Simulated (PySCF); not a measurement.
Input for PySCF: R-B3LYP/LANL2DZ on H4Se2Si (SMILES [SiH3][Se][SeH]), a point of a torsion scan.

```python
from pyscf import gto, scf, dft, mp
from pyscf.data.elements import chemcore

mol = gto.M(
    atom='''
    Si   -1.04126983   -0.15029516    0.02440073
    Se    0.39920791    1.62751705   -0.31238362
    Se    2.42266257    0.62271512    0.14720407
    H    -0.64902953   -1.22100642   -0.88831601
    H    -2.33935205    0.42444238   -0.29471065
    H    -0.92160152   -0.57804154    1.41450114
    H     2.70620047    0.17805408   -1.21067895
    ''',
    basis='lanl2dz',
    ecp={'Se': 'lanl2dz', 'Si': 'lanl2dz'},
    charge=0, spin=0, verbose=3, max_memory=1800)
mf = dft.RKS(mol, xc='b3lyp')
mf.conv_tol = 1e-8
mf.max_cycle = 100
mf.kernel()
if not mf.converged:
    mf = mf.newton().run(mf.mo_coeff, mf.mo_occ)
```

Output:

```
converged SCF energy = -24.7160990602287
```

The calculation finished and met its thresholds.

Cost: very roughly 3 core-seconds.
